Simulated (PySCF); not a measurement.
**Excitation energy of Co by level of theory**

Co [Ar] 3d7 4s2 (4F) → Co [Ar] 3d6 4s2 4p1 (high-spin determinant), as a difference of total energies. All numbers are calculated (PySCF 2.14, no relativity, point nucleus, in aug-cc-pVQZ). Correlated levels: valence: [Ar] frozen. The calculations carry no spin-orbit coupling.

```
           method  excitation energy (cm⁻¹)
              UHF                     43802
              LDA                     63901
              PBE                     62938
             PBE0                     58977
           r2SCAN                     60675
           M06-2X                     56074
          r2SCANh                     59428
        BHandHLYP                     56695
    MP2 (valence)                     56256
SCS-MP2 (valence)                     57619
```

A first-order spin-orbit estimate (lowest level to lowest level, LS coupling) adds 0.052 eV.

The determinant of the upper state mixes LS terms, which raises its energy above the lowest term, most at the Hartree-Fock and MP2 levels.
